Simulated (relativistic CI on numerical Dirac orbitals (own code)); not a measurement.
## Sensitivity of the levels of Tl³⁶⁺ to α and to the nuclear radius

Calculated at this level of theory: Dirac-Coulomb-Breit CI, orbitals from a KLI potential per configuration, derivatives by finite differences, unscaled Slater integrals, QED left out (own radial code, finite nucleus).

Configurations in the expansion (outside the closed core [Ar] 3d10): 4s2.4p6.4d9, 4s2.4p6.4d8.4f, 4s2.4p5.4d10, 4s.4p6.4d10, 4s2.4p5.4d9.4f, 4s.4p6.4d9.4f, 4s2.4p6.4d8.5s, 4s2.4p4.4d10.4f. Levels of other configurations are missing.

With x = (α/α₀)² − 1 an excitation energy changes as ω = ω₀ + qx; K = 2q/ω₀ is the relative enhancement. Terms are leading LS components, so labels can repeat. The field-shift factor is F = δν/δ⟨r²⟩ for the transition from the lowest level.

Lowest level 4s2.4p6.4d9 2D_5/2.

| Level | ω₀ (cm⁻¹) | q (cm⁻¹) | F (GHz/fm²) |
| --- | --- | --- | --- |
| 4s2.4p6.4d9 2D_3/2 | 221341 | 225500 | 8.68 |
| 4s2.4p5.4d10 2P°_3/2 | 1776314 | 213300 | 26 |
| 4s2.4p6.4d8.4f 4F°_5/2 | 1815685 | 5533 | 34.6 |
| 4s2.4p6.4d8.4f 4F°_7/2 | 1827691 | 14250 | 35.1 |
| 4s2.4p6.4d8.4f 4D°_3/2 | 1842272 | 47110 | 33.8 |
| 4s2.4p6.4d8.4f 2F°_5/2 | 1855937 | 16480 | 35 |
| 4s2.4p6.4d8.4f 2I°_13/2 | 1857287 | 2601 | 35.2 |
| 4s2.4p6.4d8.4f 4G°_9/2 | 1857601 | 18500 | 35.7 |
| 4s2.4p6.4d8.4f 4H°_11/2 | 1873831 | 10320 | 35.4 |
| 4s2.4p6.4d8.4f 4D°_7/2 | 1886240 | 21130 | 35 |
| 4s2.4p6.4d8.4f 2D°_3/2 | 1893093 | 18200 | 35.6 |
| 4s2.4p6.4d8.4f 4I°_15/2 | 1894328 | 55290 | 38 |
| 4s2.4p6.4d8.4f 2P°_1/2 | 1894664 | 60820 | 37.5 |

At this charge energies of transitions that change n are usually good to better than 1 %, and those within a shell (Δn = 0) to a few per cent.

Q: Which transition from the lowest level has the largest |K|?

A: 4s2.4p6.4d9 2D_3/2 at 221341 cm⁻¹, K = 2.04.
